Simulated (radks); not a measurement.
The numbers below are computed, except where a source is named.
How relativity changes the ionisation of the ytterbium ion Yb2+ ([Xe] 4f14) to Yb3+ ([Xe] 4f13). Spin-unpolarised spherical Kohn-Sham, LDA (Slater exchange, Perdew-Wang correlation), point nucleus unless stated (finite: rms radius 5.3108 fm), a radial shooting solver on a logarithmic mesh with Libxc functionals. A level marked "c x" has the speed of light scaled by that factor and shares open shells by 2j + 1; other Dirac levels either fill j = l - 1/2 first or share by 2j + 1.

| level | E(Yb2+) (hartree) | E(Yb3+) (hartree) | IE (eV) | HOMO | <r> HOMO (bohr) |
|---|---|---|---|---|---|
| non-rel. | -13387.3713 | -13386.2166 | 31.419 | 4f | 0.7420 |
| scalar-rel. | -14050.4689 | -14049.4791 | 26.932 | 4f | 0.7794 |
| scalar-rel., finite nucleus | -14048.8121 | -14047.8223 | 26.934 | 4f | 0.7794 |
| Dirac, 2j+1 shares | -14066.5985 | -14065.6123 | 26.836 | 4f7/2 | 0.7893 |
| Dirac, low j first | -14066.5985 | -14065.6343 | 26.235 | 4f7/2 | 0.7893 |
| Dirac, 2j+1 shares, finite nucleus | -14064.9287 | -14063.9425 | 26.838 | 4f7/2 | 0.7893 |
| Dirac, c x 1.25 | -13799.9037 | -13798.8586 | 28.438 | 4f7/2 | 0.7705 |
| Dirac, c x 1.5 | -13666.3344 | -13665.2564 | 29.333 | 4f7/2 | 0.7612 |
| Dirac, c x 5 | -13411.2179 | -13410.0703 | 31.229 | 4f7/2 | 0.7437 |

NIST Atomic Spectra Database: 25.05 eV (semi-empirical). The relativistic part of the total energy of Yb2+ is -677.6 hartree (Dirac, 2j+1 shares, finite nucleus), 5.1 % of the non-relativistic value. Spin polarisation and multiplet splitting of open shells are left out at every level.

Beside tabulated values, note that relativity, absent from the non-relativistic runs, is large for the heavy elements, and spin-unpolarised runs miss the spin-polarisation part of the exchange energy of open shells.
